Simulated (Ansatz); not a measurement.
Ansatz (a quantum-chemistry and plane-wave program) job for CH10N2Si3, SMILES N[Si@@H]1N[SiH2]C[SiH2]1, PBE/def2-SVPD. The structure is a stationary point at PBE0-D3(BJ)/def2-SVP. The structure was generated by enumeration; whether it is a known compound was not checked. One conformer was computed; it need not be the lowest.

Ansatz 0.2 input:
```yaml
crystal:
  periodic: [false, false, false]
  atoms:
    - {symbol: N, position_ang: [2.27132907, -0.42858955, -1.35280598]}
    - {symbol: Si, position_ang: [1.35783874, -0.14448140, 0.08774141]}
    - {symbol: N, position_ang: [0.12664157, -1.32101997, 0.52318386]}
    - {symbol: Si, position_ang: [-1.57913510, -0.95229167, 0.59571611]}
    - {symbol: C, position_ang: [-1.75260767, 0.69714780, -0.29720520]}
    - {symbol: Si, position_ang: [-0.13402524, 1.66186094, -0.07210468]}
    - {symbol: H, position_ang: [3.09965141, -1.01228446, -1.33020376]}
    - {symbol: H, position_ang: [1.82196679, -0.46511906, -2.26045727]}
    - {symbol: H, position_ang: [2.39835343, -0.07674704, 1.15957991]}
    - {symbol: H, position_ang: [0.42457896, -2.24662702, 0.82231984]}
    - {symbol: H, position_ang: [-2.08433083, -0.82772357, 2.00262357]}
    - {symbol: H, position_ang: [-2.38475123, -2.03634931, -0.05443077]}
    - {symbol: H, position_ang: [-1.88567932, 0.49826286, -1.37438204]}
    - {symbol: H, position_ang: [-2.63354443, 1.25983259, 0.04897699]}
    - {symbol: H, position_ang: [0.11679143, 2.62310153, -1.19174739]}
    - {symbol: H, position_ang: [-0.16868213, 2.43680328, 1.20936742]}
basis:
  gaussian:
    orbitals: def2-SVPD
hamiltonian:
  xc: {name: PBE}
```

Program output:

```
WARN ansatz: RAYON_NUM_THREADS=2 ignored (pool sized by the plan → 2); use --threads N
Functional definition: PBE
integrals: 0.19 GiB planned
1843 factors; their error is unknown
mean field: 1.19 GiB planned
mean field evaluation 1: about -27767.6679 eV, gradient 9.7e1 eV
mean field evaluation 2: about -27700.2670 eV, gradient 1.8e2 eV
mean field evaluation 4: about -27786.8468 eV, gradient 1.9e1 eV
mean field evaluation 8: about -27787.7522 eV, gradient 1.8e-1 eV
mean field evaluation 16: about -27787.6915 eV, gradient 2.8e-4 eV
mean field -27787.69152546 eV, -1021.1788283867 hartree, gradient 2.8e-5 eV, S^2 0.000000; 0 other end points of the search recorded, 0 dependent functions left out
reference -27787.69158232 eV, -1021.1788304765 hartree; 36, 36 occupied and 176, 176 virtual orbitals, 1843 factors
Total energy: -27787.69158232 eV, -1021.1788304765 hartree
```

The calculation finished and met its thresholds.

Cost: around 7 core-seconds (rough).
